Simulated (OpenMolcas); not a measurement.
neutral arsenic.

```
Program             : OpenMolcas
Basis               : ANO-RCC-VQZP [7s6p4d2f1g]
Scalar Hamiltonian  : DKH2, point nucleus
Active space        : 3 electrons in 9 orbitals (RAS2 4p; RAS3 4d 5s, at most 1 electron)
State averaging     : 2S+1 = 4 odd, 1 root; 2S+1 = 2 odd, 8 roots; 2S+1 = 4 even, 15 roots; 2S+1 = 2 even, 8 roots
Spin-orbit coupling : RASSI with atomic mean-field integrals over the reference wave functions, term energies averaged over their components
```

Two sets of levels on these reference wave functions, in cm⁻¹ above 4s² 4p³ ⁴S°_3/2: one from RASSCF and one from SS-RASPT2, IPEA 0.25 Eh, imaginary shift 0.1 Eh (closed shells correlated: 3d 4s).

```csv
Level,Set 1,Set 2
4s² 4p³ ⁴S°_3/2,0.0,0.0
4s² 4p³ ²D°_3/2,11360,14500
4s² 4p³ ²D°_5/2,11540,14690
4s² 4p³ ²P°_1/2,21710,24230
4s² 4p³ ²P°_3/2,21950,24480
4s² 4p² 5s ⁴P_1/2,54940,56440
4s² 4p² 5s ⁴P_3/2,55570,57080
4s² 4p² 5s ⁴P_5/2,56650,58180
4s² 4p² 5s ²P_1/2,58170,60780
4s² 4p² 5s ²P_3/2,59360,62010
```

Which set is which?

Set 1 is SS-RASPT2. Its levels of the other terms of 4s² 4p³ lie at 0.78 to 0.90 of the other set's values, as expected, since terms of lower spin or lower L gain more correlation energy than the Hund ground term. Against 9 measured levels (NIST Handbook of Basic Atomic Spectroscopic Data) the mean absolute deviation is 3300 cm-1 with it and 5700 cm-1 without; single levels miss by up to 5000 cm-1 with it.

Term energies are means over components that CASPT2 splits; among the terms shown or strongly mixed into the levels shown the widest spread is 120 cm-1 (4s² 4p³ ²D°, SS-RASPT2). ANO sets are built for valence states and can reach diffuse excited orbitals poorly, and with the s shell closed the s pⁿ⁺¹ terms that mix with these levels are absent. With the s shell closed, the reference lacks s² → p² mixing. Without dynamic correlation excited terms often stand tens of per cent too high (terms of higher spin than the ground term too low), and those without a measured partner can miss by more than the paired ones (holds for RASSCF). Some terms miss by over 15 % even with CASPT2, which points to a basis or an active space too small for the shells correlated (holds for SS-RASPT2). Computed and measured levels are paired by configuration, term and J; levels that our copy of the source lacks, or whose pairing is in doubt (as where it misses far off the trend of its configuration), stay unpaired and out of the deviations. Levels of configurations outside the active space are missing. The table leaves out levels that lie high or whose names do not pair safely across all columns.

° marks odd parity.
